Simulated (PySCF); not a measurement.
## Dipole moment and polarisability of SiH2Me(vinyl)

Compound: SiH2Me(vinyl), C₃H₈Si.
Cartesian coordinates in Å at the PBE0-D3(BJ)/def2-SVP level; atoms count from 1:
```xyz
12
C3H8Si angstrom
Si     0.7602    0.3064    0.3067
H      0.6233    0.3039    1.7981
H      2.2172    0.2092   -0.0294
C      0.0663    1.8965   -0.4187
H      0.6162    2.7741   -0.0460
H     -0.9954    2.0134   -0.1519
H      0.1449    1.8897   -1.5171
C     -0.1453   -1.1919   -0.3579
C     -0.8186   -2.0552    0.4119
H     -0.1349   -1.3720   -1.4421
H     -0.8707   -1.9364    1.5005
H     -1.3478   -2.9207   -0.0031
```

Level: wB97X-D/def2-SVPD (PySCF), static field, nuclei fixed, core orbitals frozen in the response. The polarisability tensor in these axes (au):

```
x   61.25  8.98 -1.90
y    8.98 75.74 -5.40
z   -1.90 -5.40 60.94
```

What are the eigenvalues, a third of the trace, and Δα (Δα² = ½Σ(αi − αj)² over the three pairs)?

Principal values 56.82, 59.51 and 81.60 au; mean 65.97 au = 9.78 Å³ = 10.88 × 10⁻⁴⁰ C²·m²/J; Δα = 23.55 au (36 % of the mean).

What is the dipole moment, and where does it point?

(-0.58, 0.10, -0.42) D, 0.72 D in size, pointing from the negative to the positive side. Measured along this direction, the outermost atoms are H3 at the negative end and H6 at the positive end.

What are the principal values of the traceless quadrupole moment, Θ = ½Σq(3rr − r²1), about the centre of nuclear charge?

-3.68, 0.88, 2.80 D·Å. The values depend on the origin, since the dipole doesn't vanish. The electronic extent ⟨r²⟩ about the same centre is 508 bohr², a root-mean-square distance of 1.89 Å for the 40 electrons.

What molar refraction does this α imply?

Lorentz–Lorenz: R = (4π/3)N_A α = 2.5225 cm³/(mol·Å³) × 9.78 Å³ = 24.7 cm³/mol, in the limit of long wavelengths.

Form Σ f/ω² (atomic units) for the 10 lowest TDDFT singlets, given as eV and f, and set it beside the mean polarisability, which is this sum over all singlets: 6.75, 0.0021; 7.18, 0.4726; 7.75, 0.0359; 8.04, 0.0073; 8.23, 0.0078; 8.55, 0.0103; 8.67, 0.0077; 8.74, 0.0175; 8.81, 0.0052; 8.94, 0.0109.

They add up to 7.94 au, 12.0 % of the 65.97 au; the largest single term is 6.79 au, from the state at 7.18 eV. Terms in order: 0.03, 6.79, 0.44, 0.08, 0.09, 0.10, 0.08, 0.17, 0.05, 0.10 au. Higher excitations give the rest. The strengths listed sum to 0.577.

Refractivity n − 1 of an ideal gas of it at 400 K and 1 atm, from the electronic α?

N = p/kT = 1.8347 × 10¹⁹ cm⁻³, so n − 1 = 2π × N × 9.78 × 10⁻²⁴ cm³ = 1127 × 10⁻⁶ at long wavelengths, for an ideal gas.

Rayleigh depolarisation ratio (linearly polarised light, static tensor)?

ρ = 3Δα²/(45ᾱ² + 4Δα²) = 1663.9/(195869 + 2218.5) = 0.0084.

The structure is a single PBE0-D3(BJ)/def2-SVP conformer in the gas phase; no vibrational or solvent corrections.

The run behind these numbers computed excited states and ΔSCF ions as well. Time: 60 s (with the writing of density and orbital grids); peak memory 0.70 GiB. Hardware: one thread, Arm Neoverse V1 (aarch64), on a shared host.
